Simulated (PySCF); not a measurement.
Problem. What does the PBE0-D3(BJ)/def2-SVP structure of `CC(=O)[C@H](C)C[AsH2]` look like in three dimensions?

Solution. 
```
atom  x, y, z in Å
C1    -2.071    0.985    0.674
C2    -0.668    0.439    0.721
O3     0.072    0.672    1.648
C4    -0.226   -0.435   -0.445
C5    -0.690   -1.874   -0.192
C6     1.276   -0.335   -0.698
As7    2.420   -0.894    0.841
H8    -2.333    1.434    1.640
H9    -2.130    1.754   -0.114
H10   -2.795    0.200    0.408
H11   -0.754   -0.069   -1.345
H12   -1.781   -1.938   -0.063
H13   -0.416   -2.515   -1.043
H14   -0.214   -2.285    0.711
H15    1.549    0.686   -1.001
H16    1.540   -1.002   -1.532
H17    3.661   -1.098   -0.037
H18    2.873    0.496    1.256
```

Orientation and origin are arbitrary. Atoms count from 1 in this order. Of the pairs four or more bonds apart, O3···As7 is among the closest relative to their van der Waals radii: 2.93 Å, 87 % of the sum of Bondi's values. The C–C distances run from 1.506 Å (C1–C2, drawn single) to 1.533 Å (C4–C5, drawn single), a spread of 0.027 Å. As7 (arsenic bonded to C and 2 H) is pyramidal (angles 97.2°, 93.4° and 92.1°, sum 282.8°, 0.88 Å off the plane of its three neighbours).

Bonds between heavy atoms (Å): C1–C2 1.506, C2=O3 1.209, C2–C4 1.523, C4–C5 1.533, C4–C6 1.527, C6–As7 1.997.

The calculation used PBE0-D3(BJ)/def2-SVP geometry optimisation, gas phase (PySCF).

Point group: C1 (no symmetry element, even within 0.4 Å). Stationary, but not proved a minimum. One conformer, not necessarily the lowest (C1–C2–C4–C5 -84°, C2–C4–C6–As7 60°, C4–C6–As7–H 161° and -106°).
